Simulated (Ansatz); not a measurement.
`C=C[Si](O)(O)F` + furan → `C=Cc1ccco1` + `O[SiH](O)F`  (formal exchange of groups at a C–Si bond)

Calculated with Ansatz (gas phase, PBE0-D4/def2-TZVP geometries, no zero-point term in ΔE). CCSD(T)/CBS adds triple-zeta CCSD(T) − MP2 to the extrapolated MP2 energy (def2 sets, frozen cores). This one scheme is used for every species. Functionals use def2-TZVPP. One conformer a species, not always the lowest.

```tsv
level	ΔE (kcal/mol)
BHLYP	0.8
SCS-MP2/def2-TZVPP	0.5
CCSD(T)/def2-TZVPP	1.5
MP2/CBS(def2)	0.3
```

Problem. What does CCSD(T)/CBS give? (Best estimate.)

Solution. The calculation gave: +1.7 kcal/mol. The listed levels differ from it by -0.9, -1.2, -0.2, -1.4 kcal/mol.

Largest T1 diagnostic among the species: 0.013.

From PBE to PBE0 (25 % exact exchange), in def2-TZVPP and without D4, ΔE moves by +0.7 kcal/mol. At CCSD(T), def2-SVP lies −2.0 kcal/mol from the extrapolated value and def2-TZVPP −0.2 kcal/mol. Leaving LDA and LC-ωPBE aside and taking each functional with its dispersion term where it has one, the values, not all of them listed here, spread over 3.1 kcal/mol, from PBE-D4 to ωB97M-V. LDA lies −1.4 kcal/mol from PBE without D4.
